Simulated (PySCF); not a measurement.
Mapped SMILES: `[CH3:1][S:2](=[O:3])(=[O:4])[c:5]1[n:6][cH:7][o:8][n:9]1` (H(Xn): hydrogen on atom n).

Geometry: GFN2-xTB; GIAO shifts from PySCF 2.14, gas phase, non-relativistic, averaged over equivalent atoms.

At KT3/6-31G* (138 basis functions, 36 s wall time on 1 thread of an Arm Neoverse V2, shared host):
```
atoms  δ (ppm)
   C5    154.7
   C7    144.4
   C1     41.1
   O8    356.5
O3/O4    191.1
   N9    327.4
   N6    225.2
H(C7)     8.20
H(C1)     2.86
```

References, each an isolated molecule treated in the same way: TMS for ¹³C (193.03 ppm) and ¹H (32.56 ppm); H2O for ¹⁷O (316.06 ppm); ¹⁵N (255.15 ppm) vs NH3.

Task: Estimate the result of repeating the calculation with OPBE/pcSseg-1.

Result: 
```json
{"atoms": "C5", "δ at OPBE/pcSseg-1": "167.0", "change": "+12.3"}
{"atoms": "C7", "δ at OPBE/pcSseg-1": "159.2", "change": "+14.8"}
{"atoms": "C1", "δ at OPBE/pcSseg-1": "46.5", "change": "+5.4"}
{"atoms": "O8", "δ at OPBE/pcSseg-1": "416.6", "change": "+60.1"}
{"atoms": "O3/O4", "δ at OPBE/pcSseg-1": "238.4", "change": "+47.3"}
{"atoms": "N9", "δ at OPBE/pcSseg-1": "379.8", "change": "+52.4"}
{"atoms": "N6", "δ at OPBE/pcSseg-1": "269.8", "change": "+44.6"}
{"atoms": "H(C7)", "δ at OPBE/pcSseg-1": "8.66", "change": "+0.46"}
{"atoms": "H(C1)", "δ at OPBE/pcSseg-1": "3.35", "change": "+0.49"}
```

Scale: TMS for ¹³C (187.50 ppm), ¹H (31.67 ppm); ¹⁷O (333.63 ppm) vs H2O; ¹⁵N (266.29 ppm) vs NH3 (reference shieldings calculated alike).

The largest change is at O8 (aromatic ring oxygen). Cost: 180 basis functions, 33 s wall time on 1 thread of an Arm Neoverse V2, shared host. The order of the carbon signals is the same at both levels.

Unscaled 17O shifts of doubly bonded oxygen tend to come out too high, by tens of ppm or more. Experimental scales use liquid or dissolved standards, which lie at an offset from isolated NH3 (liquid NH3: subtract about 20 ppm) and H2O (liquid H2O: subtract about 36 ppm). Unscaled 15N shifts of sp2 nitrogen often come out too high even then, by a few to some tens of ppm.
